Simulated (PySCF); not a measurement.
B3LYP has the VWN-RPA correlation part, as in Gaussian. 

AlBrF, SMILES `[F][Al][Br]` (charge 0, multiplicity 2)

All values below come from B3LYP-D3(BJ)/def2-TZVP // PBE0-D3(BJ)/def2-TZVP in PySCF.

```json
{
 "highest_occupied_spin_orbital": "-6.53 eV",
 "dipole_moment": "1.65 D",
 "total_energy": "-2916.6395 Ha",
 "cost": "very roughly 2.3 core-minutes"
}
```

Bond lengths (Å): F1–Al2 1.648, Al2–Br3 2.265. Bond angles (°): F1–Al2–Br3 119.1.
Charge 0, spin multiplicity 2.
